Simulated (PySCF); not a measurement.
**Substituent effects on chemical shifts**

Parent skeleton `[CH3:1][CH:2]([CH:3]=[O:4])[CH2:5][CH2:6][SiH3:7]`; one hydrogen on atom 2 is replaced by X. Hydrogens on one atom are averaged.

One conformer, non-relativistic Hamiltonian, fast rotation and ring inversion assumed for equivalent nuclei, no solvent. GFN2-xTB structure; GIAO PBE0/pcSseg-1 shieldings; PySCF.

δ = σ(ref) − σ, references computed at the same level: $^{13}$C (σref 186.93), $^{29}$Si (σref 349.16), $^{1}$H (σref 31.72) against TMS; H2O for $^{17}$O (σref 336.08).

Question: Give δ (ppm) for X = CH2CN, COCH3, CHO, C2H5, ethynyl.

Answer: 
```
      X                       SMILES    C1    C2     C3     O4    C5   C6    Si7  H(C1)  H(C3)
  CH2CN    C[C@@](C=O)(CC#N)CC[SiH3]  23.0  53.3  210.7  679.5  34.0  6.5  -69.0   1.25   9.75
  COCH3  CC(=O)[C@@](C)(C=O)CC[SiH3]  16.6  73.0  212.2  704.1  37.6  8.1  -68.9   1.54   9.68
    CHO         CC(C=O)(C=O)CC[SiH3]  14.7  71.3  206.8  708.0  35.2  6.4  -69.1   1.51   9.59
   C2H5      CC[C@@](C)(C=O)CC[SiH3]  22.2  52.6  212.4  683.8  31.2  6.4  -69.7   1.11   9.70
ethynyl      C#C[C@](C)(C=O)CC[SiH3]  26.9  50.2  206.8  666.8  35.4  7.5  -70.0   1.32   9.86
```

Question: Which position responds most, and to which substituents?

Answer: O4: from 666.8 ppm with ethynyl to 708.0 ppm with CHO.

Unscaled 17O shifts of doubly bonded oxygen tend to come out too high, by tens of ppm or more. Experimental scales use liquid or dissolved standards, which lie at an offset from isolated H2O (liquid H2O: subtract about 36 ppm).
